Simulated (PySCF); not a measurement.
Write a Z-matrix for TMS, `C[Si](C)(C)C` as optimised with GFN2-xTB.

Z-matrix in Å and degrees, rows numbered from 1:
```
C 
Si  1  1.9091
C   2  1.9090  1  109.48
C   2  1.9092  1  109.61  3   120.03
C   2  1.9090  1  109.53  3  -119.99
H   1  1.0859  2  111.36  3   -60.01
H   1  1.0859  2  111.41  3   179.92
H   1  1.0859  2  111.34  3    59.91
H   3  1.0859  2  111.36  1  -179.63
H   3  1.0859  2  111.40  1    60.35
H   3  1.0858  2  111.36  1   -59.65
H   4  1.0858  2  111.41  1   -59.95
H   4  1.0859  2  111.42  1    60.09
H   4  1.0860  2  111.34  1  -179.88
H   5  1.0859  2  111.43  1   -60.12
H   5  1.0858  2  111.39  1    59.92
H   5  1.0859  2  111.35  1   179.91
```

Si2 (four-coordinate silicon) is tetrahedral (angles from 109.4° to 109.6°). All 4 C–Si bonds measure 1.909 Å.

Structure optimised with GFN2-xTB, isolated species.

Point group: Td (tolerance 0.08 Å). No GFN2-xTB frequencies stand behind this structure, so it isn't proved a minimum.

These are computed values.
